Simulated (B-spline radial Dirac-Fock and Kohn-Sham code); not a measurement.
Isotope-shift constants of the inner levels of Se²⁺

System: the Se²⁺ ion, configuration 1s2 2s2 2p6 3s2 3p6 3d10 4s2 4p2.

The run's input, task.json:

```json
{"items": [{
  "Z": 34,
  "q": 2,
  "cfg": [[1, 0, 2], [2, 0, 2], [2, 1, 6], [3, 0, 2], [3, 1, 6], [3, 2, 10], [4, 0, 2], [4, 1, 2]],
  "A": 80,
  "rrms": 4.14,
  "do": "isoshift",
  "isotopes": [[74, 73.922475933, 4.07], [76, 75.919213702, 4.1395], [77, 76.91991415, 4.1395], [78, 77.917309244, 4.1406], [80, 79.916521761, 4.14], [82, 81.916699531, 4.14]]
}]}
```

Run with: `python xray2_run.py task.json out`

Model: first-order field-shift and mass-shift constants from Dirac-Fock ground and hole states with a Fermi nucleus; the mass shift has no relativistic recoil terms. Program: a radial B-spline solver. A binding energy shifts by δE = F·δ⟨r²⟩ + (K_N + K_S)·δ(1/M); F is taken for a change of radius at fixed skin thickness and so holds the higher radial moments.

```
     level  F (meV/fm²)  K_N (meV u)  K_S (meV u)
    K (1s)       -11.63        -6977         2879
   L1 (2s)       -1.181       -930.0       -212.5
L2 (2p1/2)      0.08952       -829.3        963.7
L3 (2p3/2)      0.09764       -806.4        906.0
   M1 (3s)      -0.1821       -146.5       -81.54
M2 (3p1/2)      0.01924       -111.5        109.8
M3 (3p3/2)      0.02060       -108.2        96.10
M4 (3d3/2)      0.01575       -48.04        78.69
M5 (3d5/2)      0.01560       -47.55        77.58
```

Line shifts in meV from A = 80 (mass 79.9165 u, rms radius 4.14 fm); radii from Angeli and Marinova (2013).

| A | mass (u) | radius (fm) | Kα1 | Kα2 | Kβ1 | Lα1 |
| --- | --- | --- | --- | --- | --- | --- |
| 74 | 73.9225 | 4.07 | +2.48 | +2.44 | +2.55 | +0.02 |
| 76 | 75.9192 | 4.1395 | -2.72 | -2.74 | -2.64 | +0.05 |
| 77 | 76.9199 | 4.1395 | ? | ? | ? | ? |
| 78 | 77.9173 | 4.1406 | -1.41 | -1.42 | -1.37 | +0.02 |
| 82 | 81.9167 | 4.14 | +1.28 | +1.29 | +1.25 | -0.02 |

Q: What are the shifts for A = 77?

A: Kα1 -2.00 meV (field +0.05, mass -2.05); Kα2 -2.01 meV (field +0.05, mass -2.06); Kβ1 -1.94 meV (field +0.05, mass -1.99); Lα1 +0.03 meV (field 0.00, mass +0.03).

Values without a named source are computed, but for edge energies of neutral atoms, which are taken from tables.
